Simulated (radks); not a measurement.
Values are calculated unless marked as measured or tabulated.
Spherical quantum dot in the effective-mass picture: electrons in a hard-walled sphere of radius 7.33, with a point charge +1 (a donor) at the centre, all in effective atomic units (hartree* = m*/eps^2 hartree, bohr* = eps/m* bohr), one dielectric constant everywhere. Level of theory: non-relativistic Kohn-Sham, exchange-only LDA, spin-polarised, spherical densities (a radial shooting solver with Libxc functionals). Levels are named by radial order and angular momentum (1s, 1p, 1d, 2s, ...), and open shells are averaged over m. Results are scaled to m* = 0.035 and eps = 14, for which hartree* = 4.859 meV and bohr* = 21.17 nm.

N = 20, configuration 1s2 1p6 1d10 2s(up 1, down 0) 1f(up 1, down 0). This is the lowest configuration that the search found. Occupied and some empty levels:

| level | occupation | eigenvalue (meV) | <r> (nm) |
|---|---|---|---|
| 1s up | 1 | 15.764 | 103.0 |
| 1s down | 1 | 15.851 | 110.8 |
| 1p up | 3 | 16.004 | 113.5 |
| 1p down | 3 | 16.055 | 113.7 |
| 1d up | 5 | 16.373 | 116.0 |
| 1d down | 5 | 16.421 | 116.0 |
| 2s up | 1 | 16.433 | 45.13 |
| 1f up | 1 | 16.889 | 118.1 |
| 1f down | 0 | 16.937 | 118.1 |
| 2s down | 0 | 17.373 | 53.30 |
| 1g up | 0 | 17.545 | 120.0 |
| 1g down | 0 | 17.593 | 120.0 |
| 2p up | 0 | 18.256 | 75.53 |
| 2p down | 0 | 18.463 | 80.07 |
| 2d up | 0 | 19.271 | 87.29 |
| 2d down | 0 | 19.370 | 88.79 |

Energy (meV): total 162.405, kinetic 34.328, external -22.246, Hartree 168.85, exchange-correlation -18.529.
